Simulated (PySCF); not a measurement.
Geometry:
| atom | x (Å) | y (Å) | z (Å) |
| --- | --- | --- | --- |
| C1 | -1.237 | -1.632 | 0.445 |
| C2 | -0.714 | -0.247 | 0.047 |
| C3 | -1.064 | 0.749 | 1.155 |
| C4 | -1.394 | 0.182 | -1.255 |
| C5 | 0.811 | -0.356 | -0.136 |
| C6 | 1.539 | 0.934 | -0.540 |
| N7 | 2.975 | 0.771 | -0.699 |
| H8 | -1.010 | -2.364 | -0.327 |
| H9 | -2.315 | -1.607 | 0.585 |
| H10 | -0.780 | -1.962 | 1.375 |
| H11 | -0.547 | 0.496 | 2.078 |
| H12 | -2.134 | 0.730 | 1.347 |
| H13 | -0.791 | 1.762 | 0.871 |
| H14 | -1.115 | -0.481 | -2.072 |
| H15 | -1.119 | 1.198 | -1.525 |
| H16 | -2.475 | 0.144 | -1.140 |
| H17 | 1.013 | -1.114 | -0.900 |
| H18 | 1.246 | -0.713 | 0.803 |
| H19 | 1.152 | 1.305 | -1.492 |
| H20 | 1.388 | 1.707 | 0.217 |
| H21 | 3.387 | 0.444 | 0.169 |
| H22 | 3.171 | 0.072 | -1.409 |

All values are calculated (PySCF 2.14): shielding tensors at PBE0/pcSseg-1 (GIAO), coordinates at the GFN2-xTB level. One averaged value for each set of equivalent atoms, single conformer, gas phase, no relativistic terms.

References, each an isolated molecule treated in the same way: $^{13}$C (σ = 186.93 ppm), $^{1}$H (σ = 31.72 ppm) against TMS; $^{15}$N (σ = 267.73 ppm) against NH3.

```csv
atoms,nucleus,count,Hirshfeld charge,δ (ppm)
H19/H20,$^{1}$H,2,0.04,2.80
H17/H18,$^{1}$H,2,0.03,1.17
H8/H9/H10/H11/H12/H13/H14/H15/H16,$^{1}$H,9,0.04,?
N7,$^{15}$N,1,-0.24,41.8
C2,$^{13}$C,1,0.03,?
C1/C3/C4,$^{13}$C,3,-0.12,31.6
C5,$^{13}$C,1,-0.08,58.1
H21/H22,$^{1}$H,2,0.10,?
C6,$^{13}$C,1,-0.03,43.6
```

Complete the table.

## Answers


- C2: 31.6 ppm, quaternary sp3 carbon; saturated and bonded to C and H only
- H8/H9/H10/H11/H12/H13/H14/H15/H16: 0.94 ppm, hydrogen on a methyl carbon; far from electronegative atoms and π systems
- H21/H22: 0.35 ppm, hydrogen on an amine nitrogen; exchangeable; this is the value without hydrogen bonding to other molecules

The OH or NH signal is concentration- and solvent-dependent in practice; the value given is the gas-phase one. Shifts are as computed. Against solution values, carbons near 30 ppm lie about +3 ppm off and those near 130 ppm about +5 ppm. Of 1309 compounds with measured shifts, 239 miss one by over three times the rms of a fit or turn the order of signals round; such compounds aren't used in these exercises. Experimental scales use liquid or dissolved standards, which lie at an offset from isolated NH3 (liquid NH3: subtract about 20 ppm).
